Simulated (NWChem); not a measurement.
System: GeHOCl, singlet; SMILES [Ge]([OH])[Cl]

```xyz
4

Ge     0.3753     0.5222     0.0000
Cl    -0.1236    -1.6128     0.0000
O     -1.3042     1.1216     0.0000
H     -1.3502     2.0866     0.0000
```
Atoms are numbered in this order, from 1.

Results from NWChem. Low-valent species are run as closed-shell singlets; no triplet was tried in these runs. Coordinates come from a PBE0/def2-SVP optimisation. B3LYP is NWChem's, with the RPA form of VWN correlation. Static field.

**Question.** What does the run give for B3LYP/def2-SVPD? Quantities: isotropic polarisability (bohr³); anisotropy (bohr³).

**Answer.** 
```json
{
 "isotropic polarisability (bohr³)": "51.6",
 "anisotropy (bohr³)": "23.2"
}
```
